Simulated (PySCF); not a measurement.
**[SbSe2]+, singlet: data card**

Computed with PySCF, PBE0, basis Sb def2-TZVP with ECP28, Se def2-TZVP (scalar-relativistic core potentials, no spin–orbit coupling, density fitting).

The structure is a minimum.

Z-matrix (Å, degrees; charge 1 multiplicity 1):
```
Sb
Se 1 2.2708
Se 1 2.2708 2 180.00
```

```
Point group                                                                   : D∞h
Bond lengths                                                                  : Sb–Se 2.271 Å (×2)
Bond angles                                                                   : Se–Sb–Se 180.0°
Lowest empty level                                                            : -9.13 eV
Principal quadrupole moments (Buckingham, traceless) about the centre of mass : -10.33, -10.33, 20.65 D Å
Rotational symmetry number                                                    : 2
Rotational constants                                                          : 0.02045 cm⁻¹
Enthalpy at 298.15 K above 0 K                                                : 14.90 kJ/mol
Zero-point energy                                                             : 4.9 kJ/mol
Highest occupied level                                                        : -12.99 eV
Heat capacity Cp at 298.15 K                                                  : 58.7 J/(mol K)
Entropy at 298.15 K and 1 bar                                                 : 306.2 J/(mol K)
Principal polarisabilities                                                    : 51.0, 51.0, 159.8 bohr³
Dipole moment about the centre of mass                                        : 0.00 D
```

Harmonic modes (masses in u: Sb 120.904, Se 79.917):
```csv
symmetry,ω (cm⁻¹),"IR (km/mol, summed over degenerate members)",μ (u),type
πu,59,0.8,99.03,bend
σg+,278,0.0,79.92,stretch
σu+,422,17.3,99.03,stretch
```

In D∞h the vibrations span πu + σg+ + σu+. The σg+ mode carries no infrared intensity, as symmetry demands. With a centre of inversion only u modes can be infrared active and only g modes Raman active.

Charges (e):
```json
{"atom": "Sb1", "Mulliken": "0.83", "Löwdin": "0.44", "polar tensor": "0.91", "Mayer order to Sb1": "–"}
{"atom": "Se2,3", "Mulliken": "0.09", "Löwdin": "0.28", "polar tensor": "0.04", "Mayer order to Sb1": "2.06"}
```
Other Mayer orders above 0.3: Se–Se 0.40.

Mulliken populations on Sb1 (electrons outside its core potential): s 3.48, p 8.36, d 10.28, f 0.05.

Outer orbital energies (eV). occupied: -26.23, -25.26, -20.06, -15.90, -14.49, -14.49, -12.99, -12.99; empty: -9.13, -8.76, -8.76, -2.75.

Counting electrons, antimony keeps none of its valence electrons outside its bonds, so the VSEPR class is AX2 and the expected shape is linear (D∞h), as computed.

This need not be the most stable arrangement of these atoms.

The final relaxation and frequency run took roughly 100 core-seconds on a shared host.
